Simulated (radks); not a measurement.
The hafnium ion Hf20+, 52 electrons, occupied as [Kr] 4d10 4f1 5s2 5p3 (not the ground configuration).

Method: scalar-relativistic Kohn-Sham, LDA (Slater exchange, Perdew-Wang correlation), spin-polarised, spherical densities, finite nucleus; open shells are filled with parallel spins first (spin-orbit coupling, left out, can overturn this in heavy ions); Fermi nuclear charge, rms radius 5.347 fm; computed with a radial shooting solver on a logarithmic mesh with Libxc functionals.

Energy parts (Ry):
part                       energy
total                 -29791.1917
kinetic                32666.4174
electron-nucleus      -71119.8955
Hartree                 9207.5084
exchange-correlation    -545.2220

Orbitals (lengths in bohr, moments of r in powers of bohr; <r^-3> diverges for s and p1/2):
| orbital | occ. | eigenvalue (Ry) | <r^4> | <1/r> | <r^-3> | <r^2> |
|---|---|---|---|---|---|---|
| 1s up | 1 | -4837.946 | 6.640e-07 | 83.71 | - | 0.0004959 |
| 1s down | 1 | -4837.891 | 6.640e-07 | 83.71 | - | 0.0004958 |
| 2s up | 1 | -865.9093 | 0.0001012 | 19.54 | - | 0.007660 |
| 2s down | 1 | -865.8728 | 0.0001012 | 19.54 | - | 0.007660 |
| 2p up | 3 | -766.2984 | 0.00007850 | 17.84 | 17740 | 0.006297 |
| 2p down | 3 | -766.2504 | 0.00007850 | 17.84 | 17740 | 0.006297 |
| 3s up | 1 | -233.9361 | 0.003714 | 7.237 | - | 0.04973 |
| 3s down | 1 | -233.8180 | 0.003710 | 7.239 | - | 0.04971 |
| 3p up | 3 | -204.1608 | 0.003949 | 6.716 | 3925 | 0.05028 |
| 3p down | 3 | -204.0390 | 0.003944 | 6.718 | 3927 | 0.05025 |
| 3d up | 5 | -168.8157 | 0.003051 | 6.349 | 509.0 | 0.04173 |
| 3d down | 5 | -168.7133 | 0.003046 | 6.351 | 509.3 | 0.04170 |
| 4s up | 1 | -80.98195 | 0.07254 | 3.232 | - | 0.2262 |
| 4s down | 1 | -80.78437 | 0.07238 | 3.232 | - | 0.2261 |
| 4p up | 3 | -70.64672 | 0.08901 | 2.990 | 1044 | 0.2485 |
| 4p down | 3 | -70.44706 | 0.08865 | 2.991 | 1043 | 0.2481 |
| 4d up | 5 | -57.46061 | 0.1072 | 2.745 | 124.6 | 0.2665 |
| 4d down | 5 | -57.25332 | 0.1065 | 2.747 | 124.8 | 0.2657 |
| 4f up | 1 | -43.13332 | 0.1147 | 2.472 | 26.77 | 0.2610 |
| 4f down | 0 | -42.91032 | 0.1133 | 2.476 | 26.86 | 0.2597 |
| 5s up | 1 | -37.52139 | 0.9209 | 1.624 | - | 0.8256 |
| 5s down | 1 | -37.09711 | 0.9217 | 1.627 | - | 0.8250 |
| 5p up | 3 | -33.62520 | 1.177 | 1.509 | 328.8 | 0.9309 |
| 5p down | 0 | -33.19642 | 1.185 | 1.509 | 329.1 | 0.9327 |

The highest occupied level is 5p up at -457.49 eV. The configuration is held as typed, so some empty levels lie below it. The spin density at the nucleus is -18.582 e/bohr^3 (1s -6.561, 2s 0.322, 3s -7.310, 4s 2.741, 5s -7.774). Summed over all electrons, <r^2> = 10.18 bohr^2, which gives a Langevin (diamagnetic) susceptibility term of -8.06 x 10^-6 cm^3/mol. Spin moment in Bohr magnetons: 4. The density falls to 0.001 e/bohr^3 at r = 1.89 bohr.
